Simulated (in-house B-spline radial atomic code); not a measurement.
Ionisation energies along the 7-electron series, configuration [He] 2s2 2p3, as differences of self-consistent energies. Dirac energy differences include first-order Breit, QED and recoil terms. NIST's values go from ground level to ground level; the uncertainty of those that are theory runs from under 0.1 % in few-electron ions to several per cent in heavy many-electron ones. Computed with an all-electron radial atomic-structure program (B-spline basis): Dirac-Hartree-Fock, average of the configuration, finite nuclei.

```csv
ion,configuration after,ionisation energy (eV),IE/(q+1)² (eV),Breit and QED recoil part (eV),tabulated value (eV),tabulated kind,computed minus tabulated (eV)
N,[He] 2s2 2p2,12.20,12.203,-0.00042454,14.53413,measured,-2.33
O+,[He] 2s2 2p2,?,?,?,?,measured,?
F2+,[He] 2s2 2p2,?,?,?,?,semi-empirical,?
Ne3+,[He] 2s2 2p2,93.29,5.8303,-0.012865,97.19,semi-empirical,-3.90
Mg5+,[He] 2s2 2p2,181.93,5.0537,-0.033032,186.76,semi-empirical,-4.83
Al6+,[He] 2s2 2p2,236.55,4.8275,-0.047829,241.76,semi-empirical,-5.21
```

Task: Fill in the row of O+.

Result: ionisation energy (eV): 32.23; IE/(q+1)² (eV): 8.0573; Breit and QED recoil part (eV): -0.0027189; tabulated value (eV): 35.12112; computed minus tabulated (eV): -2.89.

Task: Fill in the row of F2+.

Result: ionisation energy (eV): 59.29; IE/(q+1)² (eV): 6.5877; Breit and QED recoil part (eV): -0.0067244; tabulated value (eV): 62.70798; computed minus tabulated (eV): -3.42.

Where a p, d or f electron is removed, the computed value is a mean over both j, so it misses the tabulated one by a part of the spin-orbit splitting; averaging over terms and missing correlation add to the gap, relatively most at low charge.
